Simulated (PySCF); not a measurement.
## Computed vibrations of Bi2O2(OH)2

Bi2O2(OH)2 (singlet). PySCF 2.14.0, RKS B3LYP, Bi def2-SVP with ECP60, O def2-SVP, H def2-SVP; non-relativistic Hamiltonian with scalar-relativistic core potentials where named; density fitting; no spin-orbit coupling. Central differences of gradients.

```xyz
8

Bi   -0.1341    0.0634    1.6253
Bi   -0.1341    0.0634   -1.6253
O     0.5006    1.2699    0.0000
O    -0.6616   -1.1940    0.0000
O     1.6927   -0.7994    2.1884
H     2.2277   -1.0681    1.4259
O     1.6927   -0.7994   -2.1884
H     2.2277   -1.0681   -1.4259
```

Run from Python with OMP_NUM_THREADS=2. Where DIIS fails, smearing, a level shift and second-order steps follow.
It took 2.8 min on 2 threads of Arm Neoverse V1 (shared host).

Q: What are the harmonic wavenumbers and infrared intensities?

A: Negative numbers are unstable modes, those under 60 cm⁻¹ near the noise; a finer grid moves soft modes by up to 10 cm⁻¹.
```
cm⁻¹  km/mol
-152       –
  69     0.3
 117    27.1
 137     3.4
 164     0.0
 170     1.5
 241    53.3
 287   163.3
 485     0.0
 494    95.3
 543   148.6
 557    64.9
 565    61.5
 602   197.3
 760    66.6
 804    54.4
3800     1.4
3805    60.7
```

Q: Is this a minimum?

A: No: 1 unstable; the lowest moves the atoms so:
```
Bi   0.00 -0.01  0.00
Bi   0.00  0.01  0.00
O    0.00  0.00  0.03
O    0.00  0.00 -0.03
O    0.02  0.05 -0.01
H    0.30  0.64 -0.02
O   -0.02 -0.05 -0.01
H   -0.30 -0.64 -0.02
```
